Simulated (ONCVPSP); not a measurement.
## Plane-wave convergence, ONCV potential for Cd (Z = 48)

```json
{"Element": "cadmium (Cd)", "Generator": "ONCVPSP 4.0.1", "Type": "optimised norm-conserving Vanderbilt (ONCV)", "Functional": "PBE", "Relativity": "fully relativistic", "Frozen core": "[Ar] 3d10", "Valence charge": "20", "Reference configuration": "4s2 4p6 4d10 5s1.5 (charge +0.5)", "Partial waves": "4s+5s: rc 1.70 bohr, ncon 4, nbas 7, qcut 6.4 1/bohr, 2 projectors; 4p: rc 1.20 bohr, ncon 4, nbas 8, qcut 10.9 1/bohr, 2 projectors, debl 1.7 Ha; 4d: rc 1.50 bohr, ncon 4, nbas 8, qcut 12.7 1/bohr, 2 projectors, debl 2.7 Ha", "Local potential": "polynomial inside 0.85 bohr (lpopt 5, dvloc0 0 Ha)", "Core correction": "Teter function, fcfact 5, rcfact 1.2"}
```

Open shells are filled in proportion to 2j + 1.

In the p channel the program set the typed energies aside and used -2.550, 0.250 Ha (j = l + 1/2; the other j can differ).

**Question.** For each optimised wave give the share of its norm inside rc, the residual kinetic energy above qcut (Ha) and the cutoffs (Ha) for errors of 10, 1, 0.1 and 0.01 mHa per electron.

**Answer.**

| wave | norm inside rc | residual KE | 10 mHa | 1 mHa | 0.1 mHa | 0.01 mHa |
| --- | --- | --- | --- | --- | --- | --- |
| 4s | 0.987 | 1.4e-05 | 7.6 | 9.7 | 16.3 | 25.0 |
| 5s | 0.119 | 8.4e-05 | 6.2 | 13.1 | 20.2 | 52.5 |
| 4p j=3/2 | 0.775 | 6.1e-06 | 32.8 | 43.7 | 51.3 | 58.4 |
| p projector 2 j=3/2 | 0.062 | 2.9e-06 | 14.7 | 38.7 | 48.8 | 56.2 |
| 4p j=1/2 | 0.804 | 6.3e-06 | 31.8 | 43.4 | 51.2 | 58.5 |
| p projector 2 j=1/2 | 0.060 | 3.6e-06 | 14.7 | 38.5 | 49.0 | 56.6 |
| 4d j=5/2 | 0.712 | 7.9e-09 | 30.3 | 40.0 | 48.7 | 56.3 |
| d projector 2 j=5/2 | 0.072 | 2.1e-09 | 26.9 | 37.1 | 46.3 | 54.5 |
| 4d j=3/2 | 0.724 | 8.0e-09 | 30.9 | 40.6 | 49.3 | 56.8 |
| d projector 2 j=3/2 | 0.073 | 2.1e-09 | 27.4 | 37.6 | 46.9 | 55.1 |

The occupied waves need 44 Ha and 51 Ha for 1 and 0.1 mHa. Note: no bound ghost flagged; GHOST(+) flagged for s at 55.3 eV.
